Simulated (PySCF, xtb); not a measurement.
B(H)2(Me) (CH5B), SMILES CB. Atoms are numbered in the order given.

```xyz
7

B      0.8703     0.0209     0.0000
H      1.4838    -0.0088     1.0243
H      1.4838    -0.0088    -1.0243
C     -0.6810     0.0164     0.0000
H     -0.9451    -1.0559     0.0000
H     -1.1441     0.4353    -0.8947
H     -1.1441     0.4353     0.8947
```
Charge 0, spin multiplicity 1.

Coordinates come from a B3LYP-D3(BJ)/def2-TZVP optimisation.

Calculation: PySCF with IEF-PCM-ωB97X/def2-SVP.

The values are the electrostatic part of the solvation free energy, E(continuum) − E(gas) at the gas-phase geometry, in a cavity of scaled van der Waals radii (PySCF's table); cavitation and dispersion terms are not included. In vacuum the orbital gap is 12.73 eV. The dipole moment in vacuum is 0.69 D.

Computed values in water (ε = 78.36), diethylether (ε = 4.24), cyclohexanone (ε = 15.62):
```tsv
solvent	ε	ΔG(elec) (kcal/mol)	dipole (D)	gap (eV)
water	78.36	-0.7	0.87	12.80
diethylether	4.24	-0.5	0.81	12.77
cyclohexanone	15.62	-0.7	0.85	12.79
```

For comparison, GFN2-xTB/ALPB(water) (xtb, at the GFN2-xTB geometry, all terms of that model) gives -0.9 kcal/mol.
